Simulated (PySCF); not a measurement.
Ligand exchange on a metal centre used in film growth or etching (Ti F-OH). Isolated molecules, 0 K electronic values unless said otherwise. One relaxed conformer stands for each flexible species; it need not be the lowest.

The HOMO from two functionals at the same geometries (BP86-D3(BJ)/def2-SVP), both in PySCF: PBE-D3(BJ)/def2-TZVP and TPSSh-D3(BJ)/def2-TZVP. 

```tsv
species	PBE-D3(BJ)/def2-TZVP (eV)
0 of 4 F replaced by OH ([Ti(F)4])	-10.43
1 of 4 F replaced by OH	-8.81
2 of 4 F replaced by OH ([Ti(F)2(OH)2])	-8.26
3 of 4 F replaced by OH ([Ti(F)(OH)3])	-7.86
```

Problem. What does TPSSh-D3(BJ)/def2-TZVP give for each?

Solution. 
- 0 of 4 F replaced by OH ([Ti(F)4]): -11.38
- 1 of 4 F replaced by OH: -9.62
- 2 of 4 F replaced by OH ([Ti(F)2(OH)2]): -9.05
- 3 of 4 F replaced by OH ([Ti(F)(OH)3]): -8.64
Over these rows, drawn at random from the members with no instability flagged (it was tested for open shells, ions and some series alone), PBE minus TPSSh-D3(BJ): mean +0.83 eV, from +0.78 eV to +0.95 eV.
